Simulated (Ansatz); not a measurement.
Ansatz (a quantum-chemistry and plane-wave program) input (CCSD(T,core; 1s of Na to Cl frozen)/cc-pwCVTZ):
A basis named .json is the Basis Set Exchange file of that set.

Ansatz 0.2 input:
```yaml
crystal:
  periodic: [false, false, false]
  atoms:
    - {symbol: Si, position_ang: [-2.13123191, -0.14210073, 0.06557231]}
    - {symbol: Si, position_ang: [0.12863962, 0.06269911, -0.58938946]}
    - {symbol: Cl, position_ang: [1.15973439, -1.62466275, 0.04474960]}
    - {symbol: Cl, position_ang: [0.94610063, 1.72220185, 0.35416074]}
    - {symbol: H, position_ang: [-2.22692518, -0.28427031, 1.53733260]}
    - {symbol: H, position_ang: [-2.84496619, 1.07481563, -0.38119629]}
    - {symbol: H, position_ang: [-2.69101198, -1.33708735, -0.60417204]}
basis:
  gaussian:
    orbitals: cc-pwCVTZ.json
magnetization: {spin_polarized: true, initial_magnetization: 1}
correlation: {method: ccsd_t, frozen_orbitals: {Cl: 1, H: 0, Si: 1}}
```

Output:

```
Functional definition: HF
integrals: 3.53 GiB planned
1615 factors; integrals over basis functions are off by at most 9.8e-4 eV
1.68 GiB of device memory are held for the factors and their scratch space
mean field: 1.71 GiB planned
mean field evaluation 1: about -40781.1779 eV, gradient 1.4e1 eV
mean field evaluation 2: about -40781.1836 eV, gradient 1.4e1 eV
mean field evaluation 4: about -40783.1071 eV, gradient 2.6e0 eV
mean field evaluation 8: about -40783.2214 eV, gradient 1.5e-1 eV
mean field evaluation 16: about -40783.1997 eV, gradient 7.7e-1 eV
mean field -40783.22220379 eV, -1498.7557721283 hartree, gradient 5.3e-6 eV, S^2 0.760907; 0 other end points of the search recorded, 0 dependent functions left out
4 core orbitals not correlated
reference -40783.22220379 eV, -1498.7557721283 hartree; 29, 28 occupied and 245, 246 virtual orbitals, 1615 factors
second order -45.27499510 eV of doubles, -0.00000000 eV of singles
coupled cluster: 39.77 GiB planned
cycle   1  -46.12482486 eV  change   -8.5e-1 eV  update   9.8e-2
cycle   2  -46.71694703 eV  change   -5.9e-1 eV  update   3.0e-2
cycle   3  -46.81321593 eV  change   -9.6e-2 eV  update   1.7e-2
cycle   4  -46.79062454 eV  change    2.3e-2 eV  update   6.2e-3
cycle   5  -46.78994599 eV  change    6.8e-4 eV  update   3.1e-3
cycle   6  -46.79250224 eV  change   -2.6e-3 eV  update   1.3e-3
cycle   7  -46.79219470 eV  change    3.1e-4 eV  update   5.7e-4
cycle   8  -46.79224834 eV  change   -5.4e-5 eV  update   2.5e-4
cycle   9  -46.79239585 eV  change   -1.5e-4 eV  update   1.0e-4
cycle  10  -46.79229087 eV  change    1.0e-4 eV  update   4.8e-5
cycle  11  -46.79234187 eV  change   -5.1e-5 eV  update   2.2e-5
perturbative correction -1.06996775 eV, -0.0393205894 hartree
Total energy: -40831.08451340 eV, -1500.5146795643 hartree
```

It need not be the lowest isomer of its formula.
